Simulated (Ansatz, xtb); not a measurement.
# Ranking isomers of C4H9BN2S

4 gas-phase structures of C4H9BN2S, from a drawn sample of its isomers (lower ones may exist). Each was relaxed with GFN2-xTB; where two conformers were screened, the lower at r2SCAN-D4/def2-SVP is listed:

A. `CSB(N)CCC#N`, a singlet
B. `CC(C)SB(N)C#N`, a singlet
C. `N[B@H-]([NH3+])c1cccs1`, a singlet
D. `C#CCSCB(N)N`, a singlet

Question: Make a reasoned guess at their ranking by r2SCAN-D4/def2-SVP single-point energy.

Answer: Calculated order at r2SCAN-D4/def2-SVP: B (0.0), A (8.6), C (21.6), D (40.3) kcal/mol.

Energies above the lowest of each column, in kcal/mol; the last columns are at PBE-D3(BJ)/def2-SVP geometries and were run for some of them only (a dash: not run or not comparable):

```csv
structure,GFN2-xTB,HF/STO-3G,r2SCAN-D4/def2-SVP,PBE-D3(BJ)/def2-SVP,CCSD(T)/def2-SVP + ΔMP2/def2-TZVPP
B,0.0,0.0,0.0,0.0,0.0
A,2.5,10.5,8.6,6.8,7.4
C,15.4,54.7,21.6,18.4,22.0
D,27.2,58.7,40.3,–,–
```

Every level run on B puts it lowest or level with the lowest. Some further structures that were screened fall inside this span and aren't listed. Flexible structures stand in one conformer each, not always the lowest. Frequencies (GFN2-xTB) were run for A, B, C alone. The ΔMP2 step shifts differences by up to 8.4 kcal/mol, which makes them less sure. ΔMP2 is the change of the MP2 energy from the smaller to the larger basis.

Over these structures GFN2-xTB departs from r2SCAN-D4/def2-SVP by 3.4 kcal/mol on average once a common shift is removed. A GFN2-xTB relaxation took about 0.32 s and the r2SCAN-D4/def2-SVP energy about 2.2 s on a shared host (Ansatz 0.2.0, xtb 6.7.1).
